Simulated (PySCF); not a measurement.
A side-by-side comparison of computed properties.

First species: C2H6O2SSi.
Z-matrix (Å and degrees, GFN2-xTB geometry), rows numbered from 1:
```
S 
Si  1  2.1241
O   2  1.6344  1  116.88
C   3  1.4003  2  111.90  1  -122.03
C   4  1.5432  3  107.95  2    -6.88
O   5  1.3980  4  107.90  3    19.57
H   1  1.3257  2   97.19  3    95.59
H   2  1.4492  1  109.46  3   125.41
H   4  1.0943  3  108.42  2   113.62
H   4  1.0921  3  108.84  2  -127.74
H   5  1.0941  4  110.24  3   -99.03
H   5  1.0914  4  112.00  3   139.02
```

Second species: C4H10FNSi.
InChI=1S/C4H10FNSi/c1-4(3-5)7-6-2/h4H,2-3,7H2,1H3/t4-/m0/s1

Levels: CAM-B3LYP/def2-SVPD for HOMO energy, LUMO energy, HOMO–LUMO gap and static isotropic polarisability; TDDFT CAM-B3LYP/def2-SVPD for lowest singlet excitation; TDA CAM-B3LYP/def2-SVPD for lowest triplet excitation (Tamm–Dancoff). Geometries: GFN2-xTB. Each structure is a single optimised conformer of the isolated species, non-relativistic unless stated; the electronic structure was computed with PySCF and density fitting.

The conformers computed, where there is a choice (atom-mapped SMILES and torsion angles):
- `[CH2:1]=[N:2][SiH2:3][C@@H:4]([CH3:5])[CH2:6][F:7]`: C1–N2–Si3–C4 -122°, N2–Si3–C4–C5 75°, Si3–C4–C6–F7 -54°

The conformers of `S[SiH]1OCCO1` aren't listed.

Q: Which of the two has the higher T1 energy, and by how much?

A: The first: 5.69 eV against 3.40 eV, a difference of 2.29 eV.

Q: Which of the two has the higher HOMO–LUMO gap, and by how much?

A: The first: 9.93 eV against 8.69 eV, a difference of 1.24 eV.

Q: Which has the higher LUMO energy?

A: The first: 0.88 eV against 0.27 eV, a difference of 0.61 eV.

Q: Which has the higher HOMO energy?

A: The second: -8.42 eV against -9.05 eV, a difference of 0.63 eV.

Q: Which of the two has the higher static isotropic polarisability, and by how much?

A: The second: 83.4 au against 71.5 au, a difference of 11.9 au.

Q: Which of the two has the higher S1 energy, and by how much?

A: The first: 6.18 eV against 4.01 eV, a difference of 2.17 eV.

On the first: The polarisability is 10.60 Å³ as a volume (1 au = 0.148185 Å³), or 1.12 au for each of the 64 electrons. The vertical singlet–triplet gap S1 − T1 is 0.49 eV (TDDFT singlet less Tamm–Dancoff triplet; S1: HOMO→LUMO, weight 0.79; T1: HOMO→LUMO, weight 0.78).

On the second: S1 lies 4.68 eV below the HOMO–LUMO gap; its leading configuration is HOMO→LUMO, weight 0.97. The polarisability is 12.36 Å³ as a volume (1 au = 0.148185 Å³), or 1.30 au for each of the 64 electrons.
